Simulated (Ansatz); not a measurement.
Coupled-cluster run, `[F][Ga@H-]1[Cl+][Ga@@H-]([F])[Cl+]1`.

```yaml
crystal:
  periodic: [false, false, false]
  atoms:
    - {symbol: F, position_ang: [2.735532, -0.003146, 0.171241]}
    - {symbol: Ga, position_ang: [1.253857, 0.552130, 0.903589]}
    - {symbol: Cl, position_ang: [-0.112752, -1.335340, 0.980411]}
    - {symbol: Ga, position_ang: [-1.353610, -0.476029, -0.796634]}
    - {symbol: F, position_ang: [-0.865425, -1.423042, -2.176804]}
    - {symbol: Cl, position_ang: [0.005997, 1.416763, -0.865935]}
    - {symbol: H, position_ang: [1.138689, 1.411317, 2.176946]}
    - {symbol: H, position_ang: [-2.802299, -0.142653, -0.392823]}
basis:
  gaussian: {orbitals: def2-SVP}
correlation: {method: ccsd_t}
```

```sh
$ ansatz run in.yaml --threads 4 --pin off --events-out ev --progress --plain --max-ram 10444MiB
```

Log, shortened:

```
Functional definition: HF
1314 factors; integrals over basis functions are off by at most 9.2e-4 eV
mean field evaluation 1: about -135095.6644 eV, gradient 4.3e1 eV
mean field evaluation 2: about -135095.6999 eV, gradient 4.3e1 eV
mean field evaluation 4: about -135099.6065 eV, gradient 2.4e0 eV
mean field evaluation 8: about -135099.6377 eV, gradient 2.0e-1 eV
mean field -135099.63785478 eV, -4964.8201173398 hartree, gradient 9.9e-7 eV, S^2 0.000000; 0 other end points of the search recorded, 0 dependent functions left out
30 core orbitals not correlated: weight in the atoms' cores, before any rotation towards them, 1.000 or more for the frozen orbitals, at most 0.000 for the correlated occupied ones
reference -135099.63785478 eV, -4964.8201173398 hartree; 28, 28 occupied and 80, 80 virtual orbitals, 1314 factors
second order -29.12143640 eV of doubles, -0.00000000 eV of singles
cycle   1  -28.53492653 eV  change    5.9e-1 eV  update   1.4e-1
cycle   2  -29.33067781 eV  change   -8.0e-1 eV  update   4.1e-2
cycle   3  -29.48586528 eV  change   -1.6e-1 eV  update   2.1e-2
cycle   4  -29.47132759 eV  change    1.5e-2 eV  update   4.3e-3
cycle   5  -29.46715082 eV  change    4.2e-3 eV  update   2.0e-3
cycle   6  -29.46736636 eV  change   -2.2e-4 eV  update   4.8e-4
cycle   7  -29.46729096 eV  change    7.5e-5 eV  update   1.9e-4
cycle   8  -29.46724318 eV  change    4.8e-5 eV  update   5.4e-5
perturbative correction -0.70726257 eV, -0.0259914200 hartree
Total energy: -135129.81236053 eV, -4965.9290099731 hartree
```

Hardware: 4 threads of an Arm Neoverse V1 on a shared host. Wall time 26 s, peak host memory 0.88 GiB.

The correlation energy is -30.175 eV, 2.3 % of it from (T); the T1 diagnostic reads 0.0125.
